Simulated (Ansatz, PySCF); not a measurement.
Caution: the highest occupied level lies above zero, so the state may not be bound. Caution: the restricted solution is unstable towards spin-unrestricted or complex orbitals, so a lower solution exists and this singlet may not be the ground state. This singlet is an excited state, 0.08 eV above the relaxed triplet at the level B3LYP/aug-cc-pVTZ // PBE0-D3(BJ)/def2-TZVPD (Ansatz, an electronic-structure program).

Cartesian coordinates (Å):
```xyz
5

B     -1.2109    -0.2320     0.0621
C      0.0985     0.0710    -0.3624
C      1.3097     0.3107    -0.7502
H     -2.2215     0.3678     0.2673
H      2.0241    -0.5176    -0.8435
```
Charge -1, spin multiplicity 1.

**Question.** Estimate the HOMO and total energy that PySCF 2.14.0 with PBE0-D3(BJ)/def2-TZVPD returns for this input.

**Answer.** 
```json
{
 "HOMO": "0.71 eV",
 "total_energy": "-102.0304 Ha"
}
```
